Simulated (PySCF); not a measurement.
C₅H₁₀FSi₂ (doublet state).
Structure used (GFN2-xTB), in Å, numbered top down from 1:
```
atom  x, y, z in Å
C1     4.1203    0.3400    0.1349
C2     2.7144    0.2350   -0.1821
C3     1.5343    0.1037   -0.4166
Si4   -0.2260    0.1306   -0.9344
C5    -0.7007   -1.6752   -1.3978
F6    -1.8571   -1.7075   -2.1545
C7    -1.4104    0.8597    0.3640
Si8   -3.2581    0.7243   -0.0926
H9     4.6433   -0.5605   -0.1868
H10    4.5545    1.2009   -0.3746
H11    4.2553    0.4616    1.2099
H12   -0.9002   -2.2854   -0.5106
H13    0.0734   -2.1675   -1.9906
H14   -1.2333    0.3519    1.3151
H15   -1.1498    1.9054    0.5257
H16   -4.0468    1.4407    0.9163
H17   -3.6596   -0.6813   -0.0930
H18   -3.4623    1.3299   -1.4086
```

The hyperfine couplings belong to this conformer and change with its torsions.

As a line formula: `CC#C[Si](CF)C[SiH3]` [radical].

The calculation used UKS B3LYP, pcH-1 on C F H Si, non-relativistic, mean-field spin-orbit, GIAO in PySCF. Isolated species at its GFN2-xTB geometry (one conformer only). A GFN2-xTB geometry isn't a minimum of the functional, and hyperfine couplings can be far from their values at a DFT geometry, by a factor of two or more for some ions and for spin on atoms past the first row. No stability test was run, so a lower SCF solution isn't excluded.

(1) What is the g tensor, term by term?

(2) At 9.679 GHz, how far is the centre of the isotropic spectrum from where a free electron (g = 2.002319) resonates?

(3) Average each term over the three axes. Which is largest in size?

(4) In a frozen sample, at which fields do the three g values resonate at 9.5, 34, 94 and 263 GHz (hyperfine left aside), and which band first spreads them over more than twice a line width of 0.3 mT?

Results:

(1) 
```csv
Δg (ppm),1,2,3
relativistic mass correction,-144,-144,-144
gauge correction,10,75,77
orbital Zeeman/spin–orbit,-119,172,1567
total,-253,103,1500
```

So g = 2.00207, 2.00242, 2.00382 and g_iso = 2.00277; the tensor is rhombic: the two nearest values differ by 20 % of g3 − g1. 

(2) B = hν/(g μB) with μB/h = 13.99624 MHz/mT gives 345.37 mT for the free electron and 345.29 mT at g_iso, 0.08 mT lower.

(3) The orbital-Zeeman/spin–orbit term 540, the mass correction -144 and the gauge correction 54 ppm, for a total of 450 ppm. The orbital-Zeeman/spin–orbit term is the largest in size. The mass correction is the same along every axis, so the anisotropy comes from the other two: their spans along these axes are 67 (gauge) and 1686 ppm (orbital Zeeman/spin–orbit).

(4) 
| band | GHz | B(g3) mT | B(g2) mT | B(g1) mT | spread mT |
| --- | --- | --- | --- | --- | --- |
| X | 9.5 | 338.73 | 338.97 | 339.03 | 0.30 |
| Q | 34.0 | 1212.30 | 1213.14 | 1213.36 | 1.06 |
| W | 94.0 | 3351.64 | 3353.98 | 3354.58 | 2.93 |
| J | 263.0 | 9377.47 | 9384.01 | 9385.68 | 8.21 |

The spread grows in proportion to the frequency. Q band is the first where it exceeds 0.6 mT.

The Mulliken spin populations are largest on Si4 (+0.88), C2 (+0.16) and C3 (-0.09). The positive populations add up to 1.12 and the negative ones to -0.12, together 2S = 1. The angles at Si4 add up to 332.9°, so it is pyramidal.

The HOMO–LUMO gaps are 5.38 eV among the α and 4.80 eV among the β orbitals.
